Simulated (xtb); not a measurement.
xtb input (GFN2-xTB):

```bash
xtb mol.xyz --gfn 2 --ohess tight --chrg -1 --uhf 0
```
mol.xyz:
```
13

C      1.78345864    -0.01931184    -0.66735926
Si     0.14147296     0.01542422    -0.03382008
C     -0.78566457    -1.63232238    -0.26103881
C     -0.93940332     1.46901306    -0.59709451
F     -0.07385633     0.19946081     1.65469961
H      2.38963261    -0.88712025    -0.67023231
H      2.29455573     0.94154974    -0.83648238
H     -1.04873899    -1.71387407    -1.38135295
H     -0.19884592    -2.45324285     0.00162313
H     -1.74804314    -1.65791243     0.34978327
H     -0.32341519     2.39325954    -0.52629182
H     -1.15201252     1.28748227    -1.66240497
H     -1.81091441     1.56768471    -0.08627820
```

End of the output:

```
           -------------------------------------------------
          | TOTAL ENERGY              -17.142038385943 Eh   |
Note: The following floating-point exceptions are signalling: IEEE_UNDERFLOW_FLAG IEEE_DENORMAL
normal termination of xtb
          | TOTAL ENTHALPY            -17.033695253088 Eh   |
          | TOTAL FREE ENERGY         -17.075747069793 Eh   |
          | GRADIENT NORM               0.000424542288 Eh/α |
          | HOMO-LUMO GAP               4.951220387662 eV   |
           -------------------------------------------------

------------------------------------------------------------------------
------------------------------------------------------------------------
 total:
 SCF:
 ANC optimizer:
 analytical hessian:
```

It need not be the lowest isomer of its formula. Whether it binds its extra electron was not tested at this geometry.
